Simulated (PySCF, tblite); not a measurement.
Isomers of C7H15NO. Method: GFN2-xTB as coded in tblite; computed harmonic values from a numerical Hessian at the method's own geometry, unscaled. This tight-binding method is rough: wavenumbers can miss measured ones by several per cent, in bad cases by 10 to 20. One conformer each.

Electronic energies: PBE0/pcSseg-1 single points on the GFN2-xTB geometries (PySCF, gas phase).

```json
{"SMILES": "C=C[C@@H](OC)[C@@H](C)CN", "electronic energy, lowest = 0 (kcal/mol)": "42.4"}
{"SMILES": "CCC(=O)N(C)C(C)C", "electronic energy, lowest = 0 (kcal/mol)": "0.0"}
{"SMILES": "COC[C@H]1CCCNC1", "electronic energy, lowest = 0 (kcal/mol)": "23.9"}
```

Question: How do GFN2-xTB zero-point energies change the relative energies?

Answer: 
| SMILES | ZPE (kcal/mol) | of it from modes above 1550 cm⁻¹ | electronic (kcal/mol) | with ZPE, lowest = 0 (kcal/mol) | lowest mode (cm⁻¹) | rings |
| --- | --- | --- | --- | --- | --- | --- |
| CCC(=O)N(C)C(C)C | 132.6 | 67.1 | 0.0 | 0.0 | 41 | 0 |
| COC[C@H]1CCCNC1 | 134.9 | 63.6 | 23.9 | 26.3 | 65 | 1 |
| C=C[C@@H](OC)[C@@H](C)CN | 131.8 | 69.9 | 42.4 | 41.6 | 54 | 0 |

The zero-point energies span 3.1 kcal/mol, from `C=C[C@@H](OC)[C@@H](C)CN` to `COC[C@H]1CCCNC1`. The order is unchanged.

Question: And how do the electronic energies of GFN2-xTB itself compare?

Answer: `CCC(=O)N(C)C(C)C` 0.0; `COC[C@H]1CCCNC1` 13.9; `C=C[C@@H](OC)[C@@H](C)CN` 47.8 kcal/mol, lowest = 0. Against the energies above, taken from the same isomer `CCC(=O)N(C)C(C)C`, the largest difference is 10.0 kcal/mol.
